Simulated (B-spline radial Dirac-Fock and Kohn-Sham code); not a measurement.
## Photoelectron lines of Au⁶⁺ at 635 eV

System: Au⁶⁺ in the configuration 1s2 2s2 2p6 3s2 3p6 3d10 4s2 4p6 4d10 4f14 5s2 5p6 5d5.

These are calculated numbers from a B-spline atomic structure program; the model is the independent-particle Dirac-Slater model, thresholds from Dirac-Fock. The asymmetry parameter β is from the dipole term alone. Kinetic energies are from the vacuum level. Open shells are spread statistically over j, without multiplet splitting.

The last column is dσ/dΩ = σ/(4π) · [1 − (β/2) P₂(cos θ)] at θ = 90° from the beam of unpolarised light.

| subshell | electrons | binding (eV) | kinetic (eV) | σ (kb) | β | dσ/dΩ (kb/sr) |
| --- | --- | --- | --- | --- | --- | --- |
| N4 (4d3/2) | 4 | 457.3 | 177.7 | 241 | -0.19 | 18.2 |
| N5 (4d5/2) | 6 | 439.1 | 195.9 | 395 | 0.13 | 32.4 |
| N6 (4f5/2) | 6 | 186.7 | 448.3 | 935 | 0.72 | 87.7 |
| N7 (4f7/2) | 8 | 183.0 | 452.0 | 1220 | 0.74 | 115 |
| O1 (5s) | 2 | 212.0 | 423.0 | 23.4 | 1.79 | 2.70 |
| O2 (5p1/2) | 2 | 169.7 | 465.3 | 17.7 | 1.05 | 1.78 |
| O3 (5p3/2) | 4 | 152.0 | 483.0 | 56.0 | 1.08 | 5.66 |
| O4 (5d3/2) | 2 | 94.64 | 540.4 | 23.1 | 0.68 | 2.15 |
| O5 (5d5/2) | 3 | 92.43 | 542.6 | 35.6 | 0.91 | 3.47 |

Branching ratios of the spin-orbit partners (statistical value in brackets): 4d 1.64 (1.50), 4f 1.30 (1.33), 5p 3.17 (2.00), 5d 1.54 (1.50).

Run: 4.8 s of CPU time on 1 thread of Neoverse-V1 (shared host), peak memory 0.44 GiB.
